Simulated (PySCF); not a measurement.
# Sb (antimony, neutral): UHF calculation

Configuration: [Kr] 4d10 5s1 5p4, high-spin 4P determinant (an excited configuration). Calculation: PySCF 2.14, in x2c-TZVPPall (8s6p4d2f, 60 functions); the spin-free X2C one-electron Hamiltonian (Gaussian nucleus).

```json
{
  "Total energy": "-6477.676993 hartree",
  "One-electron energy": "-8897.0077 hartree",
  "Hartree (Coulomb) energy": "2588.7444 hartree",
  "Exchange energy": "-169.4137 hartree",
  "⟨S²⟩": "3.7657",
  "⟨L²⟩": "2.018",
  "Sum of ⟨r⟩": "37.11 bohr",
  "Sum of ⟨r²⟩": "63.24 bohr²",
  "Traceless quadrupole moment −½Σ⟨3z² − r²⟩ along its main axis": "-3.70 e·bohr²",
  "Langevin diamagnetic susceptibility": "-50.1 ×10⁻⁶ cm³/mol"
}
```

```csv
shell,electrons,mean orbital energy (eV),spread (eV),"rms radius, mean of both spins (bohr)"
1s α,1,-30644.1,0,0.0325
1s β,1,-30643.9,0,0.0325
2s α,1,-4759.2,0,0.133
2s β,1,-4759.1,0,0.133
2p α,3,-4268.5,0.049,0.118
2p β,3,-4268.4,0.024,0.118
3s α,1,-974.89,0,0.352
3s β,1,-974.57,0,0.352
3p α,3,-810.67,0.133,0.352
3p β,3,-810.43,0.000,0.352
3d α,5,-559.13,0.108,0.331
3d β,5,-559.07,0.080,0.331
4s α,1,-177.79,0,0.844
4s β,1,-177.03,0,0.844
4p α,3,-125.02,0.347,0.911
4p β,3,-124.53,0.023,0.911
4d α,5,-45.522,0.408,1.11
4d β,5,-45.032,0.227,1.11
5s α,1,-21.114,0,2.41
5p α,3,-9.844,1.217,3.02
5p β,1,-5.693,0,3.02
```

Densities and radii are taken from the X2C orbitals without a picture-change correction, which distorts them close to the nucleus.

Spin-orbit constants ζ (cm⁻¹) from the X2C one-electron operator on these orbitals: bare nucleus, nucleus screened by l(l+1)(2l+1)/3 electrons, and screened by the Breit-Pauli mean field of the electrons.

```tsv
shell	bare	screened nucleus	mean field
2p	1344000	1292000	1269000
3p	251700	241900	236900
3d	37920	30480	29280
4p	43700	41990	41040
4d	4691	3771	3550
5p	3295	3165	3085
```

To first order the Landé constant is A = -1028 cm⁻¹, so the lowest level has J = 5/2 and lies 0.191 eV below the centre of the term. This holds in LS coupling only.
